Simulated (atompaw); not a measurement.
u(r) = r·R(r): atom against pseudo-atom (Co)

Columns: radius, all-electron u(r) and pseudo u(r) of the 4p shell (level -1.52 eV) of cobalt in the configuration [Ne] 3s2 3p6 3d7 4s1.75 4p0.25; PBE, scalar-relativistic, PAW (atompaw) scheme, atompaw 4.2.0.5.

```json
{"r (bohr)": "0.056", "all-electron": "0.0539", "pseudo": "-0.0083"}
{"r (bohr)": "0.112", "all-electron": "0.0981", "pseudo": "-0.0323"}
{"r (bohr)": "0.167", "all-electron": "0.0929", "pseudo": "-0.0688"}
{"r (bohr)": "0.223", "all-electron": "0.0530", "pseudo": "-0.1153"}
{"r (bohr)": "0.279", "all-electron": "-0.0016", "pseudo": "-0.1668"}
{"r (bohr)": "0.335", "all-electron": "-0.0565", "pseudo": "-0.2180"}
{"r (bohr)": "0.390", "all-electron": "-0.1025", "pseudo": "-0.2633"}
{"r (bohr)": "0.446", "all-electron": "-0.1379", "pseudo": "-0.3000"}
{"r (bohr)": "0.502", "all-electron": "-0.1607", "pseudo": "-0.3241"}
{"r (bohr)": "0.558", "all-electron": "-0.1716", "pseudo": "-0.3337"}
{"r (bohr)": "0.613", "all-electron": "-0.1722", "pseudo": "-0.3285"}
{"r (bohr)": "0.669", "all-electron": "-0.1643", "pseudo": "-0.3093"}
{"r (bohr)": "0.725", "all-electron": "-0.1496", "pseudo": "-0.2781"}
{"r (bohr)": "0.781", "all-electron": "-0.1297", "pseudo": "-0.2378"}
{"r (bohr)": "0.837", "all-electron": "-0.1060", "pseudo": "-0.1918"}
{"r (bohr)": "0.892", "all-electron": "-0.0802", "pseudo": "-0.1442"}
{"r (bohr)": "0.948", "all-electron": "-0.0523", "pseudo": "-0.0962"}
{"r (bohr)": "1.004", "all-electron": "-0.0234", "pseudo": "-0.0507"}
{"r (bohr)": "1.060", "all-electron": "0.0059", "pseudo": "-0.0091"}
{"r (bohr)": "1.115", "all-electron": "0.0346", "pseudo": "0.0275"}
{"r (bohr)": "1.171", "all-electron": "0.0634", "pseudo": "0.0609"}
{"r (bohr)": "1.227", "all-electron": "0.0915", "pseudo": "0.0909"}
{"r (bohr)": "1.283", "all-electron": "0.1188", "pseudo": "0.1188"}
{"r (bohr)": "1.338", "all-electron": "0.1447", "pseudo": "0.1447"}
{"r (bohr)": "1.394", "all-electron": "0.1700", "pseudo": "0.1700"}
{"r (bohr)": "1.450", "all-electron": "0.1942", "pseudo": "0.1942"}
```

Task: How many radial nodes do the two functions have?

Result: The all-electron 4p function has n − l − 1 = 2; the pseudo-wave has 1, since 1 lower shell of the same l stays in the valence.

Task: Is the pseudo-wave norm-conserving?

Result: No, it belongs to a PAW set: the norm inside the radius is not constrained, and the difference is carried by the augmentation charge.
